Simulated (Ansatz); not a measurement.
Ansatz (a first-principles code) input (B3LYP-D3(BJ)/def2-TZVP):

Ansatz 0.2 input:
```yaml
crystal:
  periodic: [false, false, false]
  atoms:
    - {symbol: C, position_ang: [3.09989660, 0.13785086, -0.06569247]}
    - {symbol: C, position_ang: [1.77203523, -0.42361974, 0.43360219]}
    - {symbol: C, position_ang: [0.56033676, 0.24159892, -0.21484918]}
    - {symbol: C, position_ang: [-0.77176404, -0.31428834, 0.28013825]}
    - {symbol: C, position_ang: [-1.97041679, 0.37219864, -0.36539470]}
    - {symbol: O, position_ang: [-3.19753990, -0.09119189, 0.00025006]}
    - {symbol: H, position_ang: [3.20289654, 0.00278646, -1.14511131]}
    - {symbol: H, position_ang: [3.94732311, -0.35550712, 0.41338313]}
    - {symbol: H, position_ang: [3.17703108, 1.20793982, 0.14156404]}
    - {symbol: H, position_ang: [1.70755933, -0.30411073, 1.51977759]}
    - {symbol: H, position_ang: [1.73370318, -1.50098511, 0.24395276]}
    - {symbol: H, position_ang: [0.62472991, 0.12275533, -1.30287064]}
    - {symbol: H, position_ang: [0.59993779, 1.32077606, -0.02627939]}
    - {symbol: H, position_ang: [-0.84732219, -0.19454139, 1.36486267]}
    - {symbol: H, position_ang: [-0.83392455, -1.38706645, 0.07763929]}
    - {symbol: H, position_ang: [-1.93290451, 0.26542618, -1.47037457]}
    - {symbol: H, position_ang: [-1.93923696, 1.46961980, -0.22536861]}
basis:
  gaussian:
    orbitals: def2-TZVP
hamiltonian:
  xc: b3lyp
  dispersion: d3bj
magnetization: {spin_polarized: true, initial_magnetization: 1}
phonons: {temperatures: {t_min: 298.15, t_max: 298.15, t_step: 100}}
```

Output:

```
Functional definition: B3LYP
integrals: 0.18 GiB planned
1535 factors; their error is unknown
0.33 GiB of the device are held for the grids
1.45 GiB of device memory are held for the factors and their scratch space
mean field: 1.67 GiB planned
mean field evaluation 1: about -7398.5634 eV, gradient 5.5e1 eV
mean field evaluation 2: about -7389.9739 eV, gradient 6.8e1 eV
mean field evaluation 4: about -7412.9640 eV, gradient 3.4e0 eV
mean field evaluation 8: about -7413.0247 eV, gradient 7.8e-2 eV
mean field evaluation 16: about -7412.9875 eV, gradient 2.8e-2 eV
mean field evaluation 32: about -7412.9875 eV, gradient 1.0e-5 eV
mean field -7412.98750636 eV, -272.4222661552 hartree, gradient 1.0e-5 eV, S^2 0.753843; 2 other end points of the search recorded, 0 dependent functions left out
the calculation of the forces begins
reference -7412.98783055 eV, -272.4222780691 hartree; 25, 24 occupied and 227, 228 virtual orbitals, 1535 factors
these checks for a lower state are left out or cut short: stability, starts, cluster_reference, orbital_swaps, neighbouring_geometries, increment
integrals: 0.18 GiB planned
1535 factors; their error is unknown
0.33 GiB of the device are held for the grids
1.45 GiB of device memory are held for the factors and their scratch space
mean field: 1.67 GiB planned
mean field -7412.98740985 eV, -272.4222626087 hartree, gradient 3.2e-6 eV, S^2 0.753843; 0 other end points of the search recorded, 0 dependent functions left out
the calculation of the forces begins
reference -7412.98773397 eV, -272.4222745199 hartree; 25, 24 occupied and 227, 228 virtual orbitals, 1535 factors
these checks for a lower state are left out or cut short: stability, starts, cluster_reference, orbital_swaps, neighbouring_geometries, increment
integrals: 0.18 GiB planned
1535 factors; their error is unknown
0.33 GiB of the device are held for the grids
1.45 GiB of device memory are held for the factors and their scratch space
mean field: 1.67 GiB planned
mean field -7412.98730282 eV, -272.4222586754 hartree, gradient 2.4e-6 eV, S^2 0.753843; 0 other end points of the search recorded, 0 dependent functions left out
the calculation of the forces begins
reference -7412.98762709 eV, -272.4222705920 hartree; 25, 24 occupied and 227, 228 virtual orbitals, 1535 factors
these checks for a lower state are left out or cut short: stability, starts, cluster_reference, orbital_swaps, neighbouring_geometries, increment
integrals: 0.18 GiB planned
1535 factors; their error is unknown
0.33 GiB of the device are held for the grids
1.45 GiB of device memory are held for the factors and their scratch space
mean field: 1.67 GiB planned
mean field -7412.98734127 eV, -272.4222600883 hartree, gradient 2.1e-6 eV, S^2 0.753843; 0 other end points of the search recorded, 0 dependent functions left out
the calculation of the forces begins
reference -7412.98766544 eV, -272.4222720014 hartree; 25, 24 occupied and 227, 228 virtual orbitals, 1535 factors
these checks for a lower state are left out or cut short: stability, starts, cluster_reference, orbital_swaps, neighbouring_geometries, increment
integrals: 0.18 GiB planned
1535 factors; their error is unknown
0.33 GiB of the device are held for the grids
1.45 GiB of device memory are held for the factors and their scratch space
mean field: 1.67 GiB planned
mean field evaluation 64: about -7412.9867 eV, gradient 4.8e-1 eV
[...]
reference -7412.98784273 eV, -272.4222785166 hartree; 25, 24 occupied and 227, 228 virtual orbitals, 1535 factors
these checks for a lower state are left out or cut short: stability, starts, cluster_reference, orbital_swaps, neighbouring_geometries, increment
integrals: 0.18 GiB planned
1535 factors; their error is unknown
0.33 GiB of the device are held for the grids
1.45 GiB of device memory are held for the factors and their scratch space
mean field: 1.67 GiB planned
mean field -7412.98750102 eV, -272.4222659590 hartree, gradient 1.2e-6 eV, S^2 0.753845; 0 other end points of the search recorded, 0 dependent functions left out
the calculation of the forces begins
reference -7412.98782520 eV, -272.4222778725 hartree; 25, 24 occupied and 227, 228 virtual orbitals, 1535 factors
these checks for a lower state are left out or cut short: stability, starts, cluster_reference, orbital_swaps, neighbouring_geometries, increment
integrals: 0.18 GiB planned
1535 factors; their error is unknown
0.33 GiB of the device are held for the grids
1.45 GiB of device memory are held for the factors and their scratch space
mean field: 1.67 GiB planned
mean field -7412.98749113 eV, -272.4222655955 hartree, gradient 1.1e-6 eV, S^2 0.753841; 0 other end points of the search recorded, 0 dependent functions left out
the calculation of the forces begins
reference -7412.98781533 eV, -272.4222775098 hartree; 25, 24 occupied and 227, 228 virtual orbitals, 1535 factors
these checks for a lower state are left out or cut short: stability, starts, cluster_reference, orbital_swaps, neighbouring_geometries, increment
integrals: 0.18 GiB planned
1535 factors; their error is unknown
0.33 GiB of the device are held for the grids
1.45 GiB of device memory are held for the factors and their scratch space
mean field: 1.67 GiB planned
mean field -7412.98739986 eV, -272.4222622415 hartree, gradient 2.8e-6 eV, S^2 0.753830; 0 other end points of the search recorded, 0 dependent functions left out
the calculation of the forces begins
reference -7412.98772399 eV, -272.4222741533 hartree; 25, 24 occupied and 227, 228 virtual orbitals, 1535 factors
these checks for a lower state are left out or cut short: stability, starts, cluster_reference, orbital_swaps, neighbouring_geometries, increment
integrals: 0.18 GiB planned
1535 factors; their error is unknown
0.33 GiB of the device are held for the grids
1.45 GiB of device memory are held for the factors and their scratch space
mean field: 1.67 GiB planned
mean field evaluation 768: about -7412.9868 eV, gradient 4.8e-1 eV
mean field -7412.98743732 eV, -272.4222636183 hartree, gradient 2.0e-6 eV, S^2 0.753857; 0 other end points of the search recorded, 0 dependent functions left out
the calculation of the forces begins
reference -7412.98776158 eV, -272.4222755344 hartree; 25, 24 occupied and 227, 228 virtual orbitals, 1535 factors
these checks for a lower state are left out or cut short: stability, starts, cluster_reference, orbital_swaps, neighbouring_geometries, increment
integrals: 0.18 GiB planned
1535 factors; their error is unknown
0.33 GiB of the device are held for the grids
1.45 GiB of device memory are held for the factors and their scratch space
mean field: 1.67 GiB planned
mean field -7412.98746527 eV, -272.4222646454 hartree, gradient 1.1e-6 eV, S^2 0.753844; 0 other end points of the search recorded, 0 dependent functions left out
the calculation of the forces begins
reference -7412.98778947 eV, -272.4222765593 hartree; 25, 24 occupied and 227, 228 virtual orbitals, 1535 factors
these checks for a lower state are left out or cut short: stability, starts, cluster_reference, orbital_swaps, neighbouring_geometries, increment
integrals: 0.18 GiB planned
1535 factors; their error is unknown
0.33 GiB of the device are held for the grids
1.45 GiB of device memory are held for the factors and their scratch space
mean field: 1.67 GiB planned
mean field -7412.98751743 eV, -272.4222665621 hartree, gradient 1.2e-6 eV, S^2 0.753842; 0 other end points of the search recorded, 0 dependent functions left out
the calculation of the forces begins
reference -7412.98784162 eV, -272.4222784759 hartree; 25, 24 occupied and 227, 228 virtual orbitals, 1535 factors
these checks for a lower state are left out or cut short: stability, starts, cluster_reference, orbital_swaps, neighbouring_geometries, increment
integrals: 0.18 GiB planned
1535 factors; their error is unknown
0.33 GiB of the device are held for the grids
1.45 GiB of device memory are held for the factors and their scratch space
mean field: 1.67 GiB planned
mean field -7412.98743746 eV, -272.4222636233 hartree, gradient 1.0e-6 eV, S^2 0.753849; 0 other end points of the search recorded, 0 dependent functions left out
the calculation of the forces begins
reference -7412.98776172 eV, -272.4222755396 hartree; 25, 24 occupied and 227, 228 virtual orbitals, 1535 factors
these checks for a lower state are left out or cut short: stability, starts, cluster_reference, orbital_swaps, neighbouring_geometries, increment
integrals: 0.18 GiB planned
1535 factors; their error is unknown
0.33 GiB of the device are held for the grids
1.45 GiB of device memory are held for the factors and their scratch space
mean field: 1.67 GiB planned
mean field evaluation 800: about -7413.0159 eV, gradient 4.8e-1 eV
mean field -7412.98739641 eV, -272.4222621149 hartree, gradient 2.7e-6 eV, S^2 0.753837; 0 other end points of the search recorded, 0 dependent functions left out
the calculation of the forces begins
reference -7412.98772054 eV, -272.4222740264 hartree; 25, 24 occupied and 227, 228 virtual orbitals, 1535 factors
these checks for a lower state are left out or cut short: stability, starts, cluster_reference, orbital_swaps, neighbouring_geometries, increment
integrals: 0.18 GiB planned
1535 factors; their error is unknown
0.33 GiB of the device are held for the grids
1.45 GiB of device memory are held for the factors and their scratch space
mean field: 1.67 GiB planned
mean field -7412.98748833 eV, -272.4222654927 hartree, gradient 1.1e-6 eV, S^2 0.753839; 0 other end points of the search recorded, 0 dependent functions left out
the calculation of the forces begins
reference -7412.98781253 eV, -272.4222774068 hartree; 25, 24 occupied and 227, 228 virtual orbitals, 1535 factors
these checks for a lower state are left out or cut short: stability, starts, cluster_reference, orbital_swaps, neighbouring_geometries, increment
integrals: 0.18 GiB planned
1535 factors; their error is unknown
0.33 GiB of the device are held for the grids
1.45 GiB of device memory are held for the factors and their scratch space
mean field: 1.67 GiB planned
mean field -7412.98749629 eV, -272.4222657851 hartree, gradient 3.0e-6 eV, S^2 0.753847; 0 other end points of the search recorded, 0 dependent functions left out
the calculation of the forces begins
reference -7412.98782047 eV, -272.4222776988 hartree; 25, 24 occupied and 227, 228 virtual orbitals, 1535 factors
Total energy: -7413.53742970 eV, -272.4424754653 hartree
Atom 0 at     3.099897     0.137851    -0.065692 Å, force     0.000149    -0.000095    -0.000080 eV/Å
Atom 1 at     1.772035    -0.423620     0.433602 Å, force     0.000266     0.000651     0.000451 eV/Å
Atom 2 at     0.560337     0.241599    -0.214849 Å, force    -0.000355    -0.000483     0.000061 eV/Å
Atom 3 at    -0.771764    -0.314288     0.280138 Å, force    -0.000362    -0.000017    -0.000026 eV/Å
Atom 4 at    -1.970417     0.372199    -0.365395 Å, force     0.000307    -0.000649    -0.000646 eV/Å
Atom 5 at    -3.197540    -0.091192     0.000250 Å, force    -0.000279    -0.000009     0.000274 eV/Å
Atom 6 at     3.202897     0.002786    -1.145111 Å, force     0.000032    -0.000131    -0.000034 eV/Å
Atom 7 at     3.947323    -0.355507     0.413383 Å, force     0.000010     0.000106    -0.000014 eV/Å
Atom 8 at     3.177031     1.207940     0.141564 Å, force    -0.000027    -0.000038    -0.000148 eV/Å
Atom 9 at     1.707559    -0.304111     1.519778 Å, force     0.000062     0.000011    -0.000014 eV/Å
Atom 10 at     1.733703    -1.500985     0.243953 Å, force    -0.000262     0.000049    -0.000140 eV/Å
Atom 11 at     0.624730     0.122755    -1.302871 Å, force    -0.000076     0.000006    -0.000054 eV/Å
Atom 12 at     0.599938     1.320776    -0.026279 Å, force     0.000096    -0.000085     0.000429 eV/Å
Atom 13 at    -0.847322    -0.194541     1.364863 Å, force     0.000133    -0.000117     0.000009 eV/Å
Atom 14 at    -0.833925    -1.387066     0.077639 Å, force     0.000199     0.000109    -0.000082 eV/Å
Atom 15 at    -1.932905     0.265426    -1.470375 Å, force    -0.000105     0.000391     0.000202 eV/Å
Atom 16 at    -1.939237     1.469620    -0.225369 Å, force     0.000214     0.000300    -0.000190 eV/Å
Dipole moment:     0.431920     0.122513    -0.112826 e Å
Vibrations: 74.29 100.43 135.19 142.49 245.47 299.81 339.24 359.96 513.51 737.72 782.15 896.90 900.85 1007.06 1019.68 1028.62 1065.30 1076.80 1136.51 1216.26 1258.11 1274.87 1316.98 1333.55 1337.03 1358.27 1389.30 1403.27 1416.64 1486.42 1490.10 1500.08 1500.53 1512.88 2858.22 2894.95 2996.61 3015.56 3016.85 3026.39 3029.81 3044.37 3069.48 3085.28 3092.26 cm⁻¹, zero-point energy 4.078214 eV
```

It need not be the lowest isomer of its formula.
